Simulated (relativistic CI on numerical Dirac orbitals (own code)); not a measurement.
Computed by Dirac-Coulomb-Breit CI, KLI orbitals optimised for each configuration, model QED (radiative potential, 1s self-energy scaled to tabulated hydrogen-like ionisation energies), unscaled Slater integrals (own radial code, finite nucleus).

The strongest absorption lines from the ground level of an ion, among the configurations computed and to levels below about 353 eV (vacuum wavelength in nm, gf): 7.3738 (0.67), 7.6048 (1.1), 7.6996 (5.5), 7.7368 (1.1), 7.7937 (2.4), 7.9019 (1.2), 9.7190 (1.3), 10.091 (0.75).

(1) Which ion is it?
A. Gd XXXI
B. Ce XXV
C. Sm XXIX
D. Dy XXXIII

Results:

(1) C. Sm XXIX has 34 electrons and the ground level 4s²4p⁴ ³P2; the strongest line goes to 4s²4p³4d ³D°3. The pattern of lines fixes the number of electrons, and along that sequence the line energies rise steadily with the charge (about as its square where n changes within one kind of shell, about linearly where n is kept but much faster in heavy ions where fine structure, which grows about as Z⁴, sets the gap, and irregularly where shells cross), which fixes Z. Configurations outside the model, such as inner-shell arrays, can give stronger lines. At this charge energies of transitions that change n are usually good to better than 1 %, and those within a shell (Δn = 0) to a few per cent.

LS names give the leading component of a level, which can be under half, so a name can repeat, a term be missing and a line seem to break the LS rules.
